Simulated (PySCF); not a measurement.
ZnH, SMILES [ZnH+] (connectivity only; charge and spin as stated), charge +1, multiplicity 1. Atoms are numbered in the order given.

```xyz
2

Zn     0.0000     0.0000    -0.0495
H      0.0000     0.0000     1.4841
```
Charge +1, spin multiplicity 1.

Coordinates come from a PBE0-D3(BJ)/def2-TZVPD optimisation. The multiplicity is an assumed one; other spin states were not compared.

Calculation: CAM-B3LYP/def2-TZVPD run with PySCF.

Isolated molecule, no solvent.

total energy: -1779.75292 hartree
point group: C∞v
highest occupied level: -18.08 eV
lowest empty level: -9.35 eV
orbital gap: 8.73 eV
dipole moment about the centre of nuclear charge: 0.332 e·Å
mean static polarisability: 17.8 bohr³ (2.64 Å³)
polarisability, principal values: 14.9, 14.9, 23.7 bohr³
